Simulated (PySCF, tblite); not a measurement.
Calculations on `NC[CH2][GeH2][SeH]`, in the order of a workflow; each names the level of the geometry that it ran on. Settings lines and outputs come from a driver script.

Species: C2H9GeNSe.
Bonds: N1–C2, C2–C3, C3–Ge4, Ge4–Se5. Hydrogens: H6, H7 on N1; H8, H9 on C2; H10, H11 on C3; H12, H13 on Ge4; H14 on Se5.

Step 1: GFN2-xTB geometry optimisation, gas phase (tblite 0.8.0) (from a force-field or distance-geometry start)
```json
{"job": {"kind": "relax", "xc": "GFN2-xTB", "basis": "xTB"}, "charge": 0, "multiplicity": 1}
```
```
step      E/eV     max force
  0    -459.55218    1.362
  1    -459.66516    0.890
  2    -459.71989    0.687
...
 87    -459.86974    0.013
 88    -459.86976    0.012
 89    -459.86979    0.015
 90    -459.86983    0.012
 91    -459.86984    0.008
```

Energy lowered by 7.3 kcal/mol over 91 steps; largest atomic force 0.008 eV/Å at the end. «max force» is the largest atomic force in eV/Å.

Hardware: Arm Neoverse N1, one thread, shared host with 64 logical CPUs at a one-minute load of 62. Cost: 0.9 s wall.

Step 2: GFN2-xTB harmonic vibrations, gas phase (tblite 0.8.0) (on the GFN2-xTB geometry)
```json
{"job": {"kind": "ir", "xc": "GFN2-xTB", "basis": "xTB"}, "charge": 0, "multiplicity": 1}
```
```
(table of modes left out)
```

36 modes from 34 to 3403 cm⁻¹ (unscaled, harmonic); zero-point energy 64.3 kcal/mol; all wavenumbers are real at this level.

Hardware: one thread, Arm Neoverse N1 (aarch64) (shared host). Cost: 0.66 s wall.

Step 3: TDDFT CAM-B3LYP/def2-SVPD, vertical, gas phase, core orbitals frozen in the response (PySCF 2.14.0, density-fitted response routines) (on the GFN2-xTB geometry)
```json
{"job": {"kind": "uv", "xc": "CAM-B3LYP", "basis": "def2-SVPD", "nstates": 8, "ntriplets": 3}, "charge": 0, "multiplicity": 1}
```
```
...
Static polarisability (au): isotropic 93.393, principal 82.424 92.501 105.255
Singlet excitations
state   eV       nm        f      main configurations
  1   5.2626    235.6   0.01027   H->L 0.50, H->L+1 0.27
  2   5.4991    225.5   0.03217   H->L 0.43, H->L+1 0.33, H->L+2 0.12
  3   6.5160    190.3   0.02601   H-1->L+1 0.65, H-1->L+2 0.11
  4   6.6911    185.3   0.00759   H->L+2 0.35, H->L+1 0.19, H->L+5 0.15
  5   6.7802    182.9   0.00920   H->L+2 0.28, H->L+3 0.26, H->L+6 0.20
  6   6.8892    180.0   0.00414   H->L+3 0.29, H->L+4 0.21, H->L+6 0.12
  7   7.0409    176.1   0.03767   H-1->L 0.66
  8   7.1768    172.8   0.08321   H->L+4 0.47, H->L+6 0.22, H->L+3 0.10
Triplet excitations (Tamm-Dancoff, eV): 4.8930 5.1057 6.2356
```

HOMO -7.77 eV, LUMO 0.81 eV; lowest singlet 5.26 eV; lowest triplet 4.89 eV (Tamm–Dancoff); mean polarisability 93.4 au.

Time: 94 s of wall time; peak memory 0.98 GiB. Hardware: one thread of an Arm Neoverse N1, shared host.

Geometry of the electronic-property runs (GFN2-xTB):
```
atom  x, y, z in Å
N1    -1.3053    0.8157    0.3245
C2    -1.2637   -0.4142   -0.4549
C3    -0.1093   -1.2317    0.0959
Ge4    1.3362    0.0855    0.4742
Se5    1.5389    1.6016   -1.2950
H6    -1.6600    0.6203    1.2563
H7    -1.9220    1.5020   -0.0986
H8    -1.0455   -0.1375   -1.4905
H9    -2.2098   -0.9767   -0.4432
H10   -0.3957   -1.7234    1.0253
H11    0.2059   -2.0014   -0.6057
H12    1.1694    0.8167    1.7846
H13    2.6869   -0.6207    0.5848
H14    2.9732    1.6633   -1.2446
```

 (This holds for the electronic-property runs.)

One conformer stands for the species.
